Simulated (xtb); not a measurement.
B(H)(Me)(PH2) (CH6BP), SMILES CBP. All values are semi-empirical tight-binding results from xtb (GFN2-xTB unless named), good for trends rather than for accurate numbers. Coordinates come from a GFN2-xTB optimisation. Other conformers were not sampled.

```yaml
orbital_gap: 3.24 eV
zero_point_energy: 41.1 kcal/mol
G − E(el) at 298.15 K (modified RRHO): 23.7 kcal/mol
static polarisability (D4 model): 53.1 bohr³
solvation energy, GFN2-xTB/ALPB(water): -0.1 kcal/mol
solvation energy, GFN2-xTB/ALPB(chcl3): -4.2 kcal/mol
```
